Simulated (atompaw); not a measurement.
Co: one change to a PAW (atompaw) potential, before and after

Co, PAW, made with atompaw 4.2.0.5 (PBE, scalar-relativistic). Core [Ne], reference 3s2 3p6 3d7 4s1.5 4p0 (charge +0.5). Waves: 3s (bound): rc 1.30 bohr; 4s (bound): rc 1.45 bohr; 3p (bound): rc 1.35 bohr; 4p (bound, empty): rc 1.45 bohr; 3d (bound): rc 1.45 bohr; 3d channel at 0.25 Ry: rc 1.45 bohr. Local part: vpsmatchnc scheme with l = 3 at 0 Ry, radius 1.40 bohr. Core correction: smooth core density matched at 1.20 bohr. Augmentation charge: gaussian compensation charge, radius 1.25 bohr; PAW radius 1.45 bohr; waves and projectors: custom polynom vanderbiltortho.

All-electron outer shells of the reference configuration (PBE, scalar-relativistic, ld1.x):

```
shell  level (eV)  outermost node (bohr)  outermost maximum (bohr)
   2p     -774.09                      –                      0.17
   3s     -106.61                   0.31                      0.66
   3p      -69.85                   0.28                      0.68
   3d      -12.39                      –                      0.66
   4s       -8.99                   0.96                      2.26
   4p       -4.21                   1.05                      2.94
```

Change: waves 3s (bound); 4s (bound); 3p (bound); 4p (bound); 3d (bound); 3d channel at 0.25 Ry; augmentation gaussian compensation charge, radius 1.25 bohr; PAW radius 1.45 bohr; waves and projectors: bloechl.

Cutoffs: the cutoffs (Ry, on a coarse ladder) from which the occupation-weighted sum of valence levels, in a spherical-Bessel basis at the reference potential, stays within 10 and 1 mRy of its value at 400 Ry; they do not see the model core or the augmentation charge, which bear on the density cutoff.

What does the change do?

The potential gets harder (70 Ry and 120 Ry → 140 Ry and 180 Ry); the range in which the s phases agree narrows (upper end at the end of the scan → 3.4); neither file shows a bound ghost.

```tsv
quantity	base	changed
cutoff, loose	70 Ry	140 Ry
cutoff, tight	120 Ry	180 Ry
loose cutoff by channel (10 mRy a level)	s 30 Ry, p 35 Ry, d 40 Ry	s 90 Ry, p 100 Ry, d 100 Ry
bound ghosts	none	none
s: phases at 1.45 bohr within 0.05 rad from the reference energy up to (Ry; the scan ends near 5)	to the end of the scan	3.4
p: phases at 1.45 bohr within 0.05 rad from the reference energy up to (Ry; the scan ends near 5)	4.1	to the end of the scan
d: phases at 1.45 bohr within 0.05 rad from the reference energy up to (Ry; the scan ends near 5)	to the end of the scan	to the end of the scan
lowest overlap eigenvalue by channel	s 0.79, p 0.81, d 0.93	s 0.36, p 0.80, d 1.00
```

 The cutoffs see the waves, projectors and local potential, not the compensation charge or the core.
